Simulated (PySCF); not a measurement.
Excitation energy of Sc by level of theory

Sc [Ar] 3d1 4s2 (2D) → Sc [Ar] 3d3 (4F), as a difference of total energies. Computed with PySCF 2.14 in ANO-RCC-VTZP, with the spin-free X2C one-electron Hamiltonian (Gaussian nucleus). Correlated levels: valence: [Ar] frozen. The calculations carry no spin-orbit coupling.

```
           method  excitation energy (cm⁻¹)
              UHF                     39458
    MP2 (valence)                     40086
SCS-MP2 (valence)                     44307
   CCSD (valence)                     40407
CCSD(T) (valence)                     40332
```
